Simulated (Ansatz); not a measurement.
## FH2SiSn+: where a starting geometry ends

The starting geometry of this gas-phase singlet was optimised with GFN2-xTB.

```xyz
5

F    -0.3909    1.3432    0.2135
Si    0.3773    0.2184   -0.6379
Sn    3.1147    0.4578   -0.7111
H     5.0698    0.9615   -0.6224
H     0.4407    1.0565   -1.9386
```

Problem. Predict what it relaxes into with r2SCAN-D4/def2-SVP.

Solution. A new bond forms, giving a structure with H4 bridging Sn3 and Si2, given below by its coordinates. Contacts that close: Si2–H4 (4.75 → 1.66 Å).

The energy falls by 2.23 eV over 26 steps:

```tsv
step	E − E(last) (eV)
1	2.230
4	1.529
7	1.327
9	0.965
12	0.514
15	0.417
18	0.261
20	0.050
23	0.001
26	0.000
```

Final geometry (Å):

```yaml
atoms:
  - { symbol: F, position_ang: [0.4662, 0.7901, 0.5156] }
  - { symbol: Si, position_ang: [1.2668, 0.9323, -0.8707] }
  - { symbol: Sn, position_ang: [3.6017, 1.9980, -0.7104] }
  - { symbol: H, position_ang: [2.6770, 0.0821, -0.6314] }
  - { symbol: H, position_ang: [0.5999, 0.2350, -1.9995] }
```

Frequencies at the end are all real (lowest 100 cm⁻¹). Atoms past krypton carry core potentials, without spin–orbit terms. Run with Ansatz 0.2.0, 2.2 min on 1 thread of AMD EPYC (Zen 3), on a shared host.
